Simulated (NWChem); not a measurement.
MgHOBr; SMILES [OH][Mg][Br]

```xyz
4

Mg    -0.0524    -0.9987    -0.0006
Br     0.2686     1.3258     0.0009
O     -0.2930    -2.7343    -0.0018
H     -0.4198    -3.6766    -0.0024
```
Atoms are numbered in this order, from 1.

Computed with NWChem. Pople sets run with spherical d functions. Coordinates come from a PBE0/def2-SVP optimisation. GIAO values for the isolated, static molecule; σ is the absolute isotropic shielding, δ = σ(reference) − σ with the isolated reference molecule computed at the same levels (1H: tetramethylsilane, 17O: water). Spin-orbit effects, on the heavy nuclei and on their neighbours, are missing.

```json
[
 {"level": "KT2/pcSseg-1", "σ Mg1 (ppm)": "527.4", "σ Br2 (ppm)": "3078.5", "δ O3 (ppm)": "___", "δ H4 (ppm)": "___"},
 {"level": "B3LYP/6-31G*", "σ Mg1 (ppm)": "566.4", "σ Br2 (ppm)": "3083.6", "δ O3 (ppm)": "-25.8", "δ H4 (ppm)": "-0.12"},
 {"level": "PBE0/pcSseg-2", "σ Mg1 (ppm)": "529.7", "σ Br2 (ppm)": "3031.1", "δ O3 (ppm)": "-29.2", "δ H4 (ppm)": "0.24"},
 {"level": "B3LYP/6-311G**", "σ Mg1 (ppm)": "528.1", "σ Br2 (ppm)": "3036.5", "δ O3 (ppm)": "-28.2", "δ H4 (ppm)": "-0.02"},
 {"level": "BHandHLYP/pcSseg-1", "σ Mg1 (ppm)": "530.9", "σ Br2 (ppm)": "3122.2", "δ O3 (ppm)": "-52.9", "δ H4 (ppm)": "0.20"}
]
```

Q: Some entries are withheld; supply them.

A: 
- KT2/pcSseg-1, δ O3 (ppm): -50.7
- KT2/pcSseg-1, δ H4 (ppm): -0.37
